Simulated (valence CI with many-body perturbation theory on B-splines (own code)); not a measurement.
## Sm XXX: key properties

Calculated by relativistic CI+MBPT: five valence electrons over a frozen Dirac-Fock core [Ar] 3d10, a basis of 9 s, 9 p, 8 d, 6 f, 3 g, 1 h functions for each j, with the one-electron correlation potential Σ1, the two-electron term Σ2, the three-electron term Σ3, Breit, model QED; selected CI, second order for the rest, scaled by the run's own slope (own B-spline code, finite nucleus).

The last digits are not significant, and no measured levels were compared; by estimate large intervals hold to a few tenths of a per cent, small ones and those within an open d or f shell to about a per cent. Among the levels kept, up to 770 cm⁻¹ of a level comes from second order outside the variational space, and about a tenth of that is noise between levels of different J, which matters for small intervals.

Levels are named by their leading jj configuration (3d3/2^4 stands for four electrons in 3d with j = 3/2), which in mixed levels can hold well under half, so a name can repeat and another be missing.

Rates and lifetimes use the calculated energies. Strong lines usually hold to 10 to 20 %, long lifetimes can be off by a factor of two.

Q: What is the ground level?

A: (4s^2 4p1/2^2 4p3/2) J=3/2, composition 43 % 4s2.4p3 2P° + 32 % 4s2.4p3 4S° + 24 % 4s2.4p3 2D°, g = 1.412.

Q: Name the longest-lived excited levels whose lifetime is computed, and their main decay.

A: (4s^2 4p1/2 4p3/2^2) J=5/2 at 289310 cm⁻¹ lives 14.4 μs, mostly by M1 to (4s^2 4p1/2^2 4p3/2) J=3/2; (4s^2 4p1/2 4p3/2^2) J=1/2 at 331330 cm⁻¹ lives 3.45 μs, mostly by M1 to (4s^2 4p1/2^2 4p3/2) J=3/2; (4s^2 4p1/2 4p3/2^2) J=3/2 at 256100 cm⁻¹ lives 2.88 μs, mostly by M1 to (4s^2 4p1/2^2 4p3/2) J=3/2. The lifetime of (4s^2 4p1/2 4p3/2 4d5/2) J=9/2 is too uncertain to give, and may be longer.

Q: What are the static dipole polarisabilities of the lowest levels?

A: (4s^2 4p1/2^2 4p3/2) J=3/2 0.0951 (tensor 0.0061); (4s^2 4p1/2 4p3/2^2) J=3/2 0.103 (tensor 0.0016); (4s^2 4p1/2 4p3/2^2) J=5/2 0.103; (4s^2 4p1/2 4p3/2^2) J=1/2 0.102 bohr³, of which the core gives 0.00535.

Q: What is the ionisation energy?

A: 1103.9 eV; NIST lists 1103 ± 4 eV (theoretical).

Q: Among levels below 1577600 cm⁻¹, which E1 lines absorb most strongly from the ground level?

A: to (4s^2 4p1/2 4p3/2 4d5/2) J=5/2 at 7.910 nm, f = 0.453; to (4s^2 4p1/2 4p3/2 4d3/2) J=3/2 at 7.859 nm, f = 0.391; to (4s^2 4p1/2 4p3/2 4d5/2) J=5/2 at 7.674 nm, f = 0.381.
